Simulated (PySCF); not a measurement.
## Relaxation of singlet BrCl₄⁺

These are results of B3LYP in PySCF with Br def2-SVP, Cl def2-SVP; no relativity; density-fitted integrals, not measurements. A (50,194) grid was used.

A hand-made see-saw start, of C2v symmetry, held to at least that symmetry:

Coordinates in bohr (charge 1 multiplicity 1):
```
Br    0.0000    0.0000   -0.8861
Cl    0.0000    3.9297   -0.5424
Cl    0.0000   -3.9297   -0.5424
Cl    3.1084    0.0000    1.5423
Cl   -3.1084    0.0000    1.5423
```

Q: What forces act on the atoms at the start (eV/Å)?

A: 
| atom | Fx | Fy | Fz |
| --- | --- | --- | --- |
| Br1 | 0.00 | 0.00 | -2.03 |
| Cl2 | 0.00 | 4.51 | -0.52 |
| Cl3 | 0.00 | -4.51 | -0.52 |
| Cl4 | 2.77 | 0.00 | 1.54 |
| Cl5 | -2.77 | 0.00 | 1.54 |

Q: What does it relax to?

A: It ends at C2v with Br–Cl 2.257 Å (×2), Br–Cl 2.338 Å (×2); Cl–Br–Cl 93.6° (×4), Cl–Br–Cl 107.4°, Cl–Br–Cl 167.7° (after a last refinement on a finer grid). A frequency run shows a minimum. Other isomers or separated fragments may lie lower.

Q: How much energy is released, and in how many steps?

A: 151.5 kJ/mol in 14 steps.

The relaxation took about 120 core-seconds on a shared host.
